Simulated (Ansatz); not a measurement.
Basis sets compared for the cluster Ge2Te3 (the lowest singlet isomer of a short search). The state is a singlet with charge 0. Geometry B3LYP-D4/def2-SVP. Ansatz on 4 threads of Arm Neoverse V1 on a shared host; times are rough, and most runs start from earlier orbitals.

```xyz
5

Ge   -0.230   -0.070   -2.282
Ge   -0.262    1.296    1.875
Te    0.630   -1.977   -0.806
Te    0.610   -1.111    1.830
Te   -0.747    1.862   -0.617
```

In the def2 sets Te takes a core potential; there is no spin–orbit coupling. Another isomer (singlet) lies 0.08 eV lower at PBE0-D4/def2-TZVP; other spin states weren't run for this one.

Binding counts from free atoms (Ge triplet, Te triplet) in the same basis, without a counterpoise term.

```csv
level,functions,energy (Eh),HOMO (eV),LUMO (eV),binding per atom (eV),wall time
PBE-D4/def2-SVP,142,-4957.0820,-5.62,-3.48,2.77,2 s
PBE0-D4/def2-SVP,142,-4957.2216,-6.51,-2.96,2.58,4.3 s
```

**Question.** Estimate the rows for PBE-D4/def2-TZVP (with forces), PBE0-D4/def2-TZVP.

**Answer.** 
```json
{"level": "PBE-D4/def2-TZVP (with forces)", "functions": "246", "energy (Eh)": "-4957.6354", "HOMO (eV)": "-5.59", "LUMO (eV)": "-3.49", "binding per atom (eV)": "2.79", "wall time": "4.9 s"}
{"level": "PBE0-D4/def2-TZVP", "functions": "246", "energy (Eh)": "-4957.7735", "HOMO (eV)": "-6.45", "LUMO (eV)": "-2.93", "binding per atom (eV)": "2.61", "wall time": "13 s"}
```
